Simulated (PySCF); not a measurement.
A calculated (TPSS, PySCF 2.14, ANO-RCC-VTZP, the spin-free X2C one-electron Hamiltonian (Gaussian nucleus)) atom or ion has these occupied shells.

```json
{"shell": "1s α", "electrons": "1", "orbital energy (eV)": "-43358.0", "rms radius, mean of both spins (bohr)": "0.0269"}
{"shell": "1s β", "electrons": "1", "orbital energy (eV)": "-43358.0", "rms radius, mean of both spins (bohr)": "0.0269"}
{"shell": "2s α", "electrons": "1", "orbital energy (eV)": "-7039.9", "rms radius, mean of both spins (bohr)": "0.109"}
{"shell": "2s β", "electrons": "1", "orbital energy (eV)": "-7039.9", "rms radius, mean of both spins (bohr)": "0.109"}
{"shell": "2p α", "electrons": "3", "orbital energy (eV)": "-6303.4", "rms radius, mean of both spins (bohr)": "0.0977"}
{"shell": "2p β", "electrons": "3", "orbital energy (eV)": "-6303.4", "rms radius, mean of both spins (bohr)": "0.0977"}
{"shell": "3s α", "electrons": "1", "orbital energy (eV)": "-1555.4", "rms radius, mean of both spins (bohr)": "0.284"}
{"shell": "3s β", "electrons": "1", "orbital energy (eV)": "-1554.7", "rms radius, mean of both spins (bohr)": "0.284"}
{"shell": "3p α", "electrons": "3", "orbital energy (eV)": "-1321.7", "rms radius, mean of both spins (bohr)": "0.284"}
{"shell": "3p β", "electrons": "3", "orbital energy (eV)": "-1320.9", "rms radius, mean of both spins (bohr)": "0.284"}
{"shell": "3d α", "electrons": "5", "orbital energy (eV)": "-993.26", "rms radius, mean of both spins (bohr)": "0.262"}
{"shell": "3d β", "electrons": "5", "orbital energy (eV)": "-992.59", "rms radius, mean of both spins (bohr)": "0.262"}
{"shell": "4s α", "electrons": "1", "orbital energy (eV)": "-335.71", "rms radius, mean of both spins (bohr)": "0.644"}
{"shell": "4s β", "electrons": "1", "orbital energy (eV)": "-333.42", "rms radius, mean of both spins (bohr)": "0.644"}
{"shell": "4p α", "electrons": "3", "orbital energy (eV)": "-258.77", "rms radius, mean of both spins (bohr)": "0.684"}
{"shell": "4p β", "electrons": "3", "orbital energy (eV)": "-256.43", "rms radius, mean of both spins (bohr)": "0.684"}
{"shell": "4d α", "electrons": "5", "orbital energy (eV)": "-148.25", "rms radius, mean of both spins (bohr)": "0.759"}
{"shell": "4d β", "electrons": "5", "orbital energy (eV)": "-145.80", "rms radius, mean of both spins (bohr)": "0.759"}
{"shell": "5s α", "electrons": "1", "orbital energy (eV)": "-68.147", "rms radius, mean of both spins (bohr)": "1.53"}
{"shell": "5s β", "electrons": "1", "orbital energy (eV)": "-66.790", "rms radius, mean of both spins (bohr)": "1.53"}
{"shell": "5p α", "electrons": "3", "orbital energy (eV)": "-48.639", "rms radius, mean of both spins (bohr)": "1.75"}
{"shell": "5p β", "electrons": "3", "orbital energy (eV)": "-47.606", "rms radius, mean of both spins (bohr)": "1.75"}
{"shell": "4f α", "electrons": "3", "orbital energy (eV)": "-32.360", "rms radius, mean of both spins (bohr)": "1.09"}
```

Name the element and its charge.

Nd³⁺ (neodymium, charge +3), in [Xe] 4f3, one real determinant.
